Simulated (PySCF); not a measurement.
BFH5NO2Si, SMILES OB(O)N[SiH2]F. Atoms are numbered in the order given.

```xyz
11

Si     1.3751     0.2581     0.1701
F      2.5187    -0.9023     0.0818
N     -0.1260    -0.5623    -0.1141
B     -1.4039     0.0665    -0.1187
O     -2.5251    -0.6887    -0.3561
O     -1.4055     1.4244     0.1232
H      1.4547     0.8623     1.5245
H      1.6874     1.2707    -0.8709
H     -0.0940    -1.5618    -0.2918
H     -3.3580    -0.2062    -0.3473
H     -2.2633     1.8594     0.1240
```

The structure is a stationary point at B3LYP-D3(BJ)/def2-SVP. The structure was generated by enumeration, and PubChem lists no compound with its InChIKey, so it may never have been made. Other conformers were not sampled.

Computed with B3LYP-D3(BJ)/def2-SVP (PySCF).

Frequencies are harmonic and unscaled.

Question: Estimate the vibrational spectrum. (The exact figures need the calculation; the answer reports its results.)

Answer: 
| mode | ν (cm⁻¹) | IR (km/mol) | Raman (Å⁴/amu) | depolarisation | moving atoms (share of kinetic energy) |
|---|---|---|---|---|---|
| 1 | 19 | 0.1 | 2.2 | 0.75 | F 32 %, H 22 %, Si 19 %, N 14 %, O 13 % |
| 2 | 92 | 6.0 | 0.3 | 0.75 | N 38 %, O 31 %, H 20 %, Si 9 % |
| 3 | 104 | 0.7 | 0.2 | 0.55 | O 42 %, F 18 %, N 15 %, Si 13 %, H 10 % |
| 4 | 243 | 2.1 | 1.1 | 0.75 | H 88 % |
| 5 | 249 | 8.2 | 0.8 | 0.71 | F 50 %, O 21 %, Si 19 % |
| 6 | 386 | 30.9 | 0.9 | 0.30 | O 54 %, Si 22 %, H 12 %, B 9 % |
| 7 | 438 | 203.4 | 4.8 | 0.75 | H 86 %, O 10 % |
| 8 | 476 | 66.2 | 1.9 | 0.75 | H 90 % |
| 9 | 501 | 21.1 | 3.9 | 0.26 | O 43 %, H 22 %, N 17 %, B 14 % |
| 10 | 653 | 22.0 | 2.4 | 0.75 | B 68 %, H 16 %, O 11 % |
| 11 | 711 | 177.0 | 4.8 | 0.75 | H 64 %, Si 17 %, N 8 % |
| 12 | 722 | 0.0 | 17.0 | 0.75 | H 90 % |
| 13 | 802 | 31.6 | 9.5 | 0.08 | N 44 %, O 24 %, Si 18 %, H 12 % |
| 14 | 863 | 39.6 | 3.7 | 0.73 | F 55 %, Si 24 %, H 17 % |
| 15 | 925 | 181.9 | 6.1 | 0.74 | H 84 %, O 12 % |
| 16 | 940 | 109.4 | 4.1 | 0.71 | H 45 %, O 28 %, N 22 % |
| 17 | 953 | 283.6 | 8.6 | 0.42 | H 65 %, Si 19 % |
| 18 | 996 | 142.7 | 12.1 | 0.72 | H 85 % |
| 19 | 1020 | 43.1 | 2.7 | 0.71 | H 75 %, O 19 % |
| 20 | 1187 | 83.9 | 1.1 | 0.66 | H 57 %, N 24 % |
| 21 | 1422 | 344.2 | 0.9 | 0.18 | B 72 %, O 19 % |
| 22 | 1487 | 631.2 | 1.2 | 0.06 | B 63 %, N 19 %, H 10 % |
| 23 | 2248 | 183.6 | 62.4 | 0.73 | H 95 % |
| 24 | 2255 | 95.0 | 180.4 | 0.09 | H 98 % |
| 25 | 3615 | 55.7 | 75.0 | 0.25 | H 93 % |
| 26 | 3887 | 38.1 | 72.0 | 0.32 | H 94 % |
| 27 | 3899 | 93.4 | 139.9 | 0.27 | H 94 % |
